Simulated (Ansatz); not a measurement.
A structure relaxed at PBE0-D4/def2-TZVP, charge 0, multiplicity 1:

```xyz
3

O     0.0849    0.1218   -0.6308
Au   -0.9693    0.2332    1.0084
H     0.8844   -0.3550   -0.3776
```

Give its formula and SMILES.

AuHO, `[OH][Au]`.

Point group (tolerance 0.08 Å, 0.16 Å for H)?

Cs.

Summarise the bond lengths by kind.

1 × Au–O 1.952 Å; 1 × H–O 0.965 Å.

Results of the Gaussian-basis code of Ansatz.
